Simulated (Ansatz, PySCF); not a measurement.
Pair of molecules: H3NSe (SMILES N[SeH]) (first 5 atoms) with HF (SMILES F); geometry from B3LYP-D3(BJ)/def2-TZVP.
(charge 0, multiplicity 1):
| atom | x (Å) | y (Å) | z (Å) |
|---|---|---|---|
| N | -1.0014 | 0.6000 | 0.7596 |
| Se | -0.2006 | -0.9469 | 0.0494 |
| H | -0.8263 | 1.3977 | 0.1597 |
| H | -2.0012 | 0.4682 | 0.8594 |
| H | -0.9287 | -0.9973 | -1.2400 |
| F | 0.0790 | 1.0336 | 3.1501 |
| H | -0.3181 | 0.8896 | 2.2919 |

Basis-set superposition error: the interaction energy with monomers in their own basis, and in the dimer's basis (counterpoise).

The values were computed with Ansatz (Gaussian orbitals); PySCF for 6-31G* rows. 

```
level                  uncorrected (kJ/mol)  counterpoise (kJ/mol)  difference
---------------------  --------------------  ---------------------  ----------
HF/aug-cc-pVQZ                        -36.1                  -35.8         0.3
SVWN5/def2-TZVPPD                     -68.8                  -68.0         0.8
BLYP/def2-TZVPPD                      -42.6                  -41.9         0.6
B3LYP/6-31G*                          -51.1                  -42.8         8.3
B3LYP/def2-TZVPPD                     -45.7                  -45.1         0.6
BHLYP/def2-TZVPPD                     -47.9                  -47.4         0.5
CAM-B3LYP/def2-TZVPPD                 -50.2                  -49.6         0.6
MP2/aug-cc-pVTZ                       -48.7                  -44.9         3.8
SCS-MP2/aug-cc-pVDZ                   -45.8                  -38.3         7.5
CCSD(T)/aug-cc-pVTZ                   -47.7                  -43.9         3.8
```

The error is largest for B3LYP/6-31G* (8.3 kJ/mol) and smallest for HF/aug-cc-pVQZ (0.3 kJ/mol).

Ansatz is an electronic-structure program.
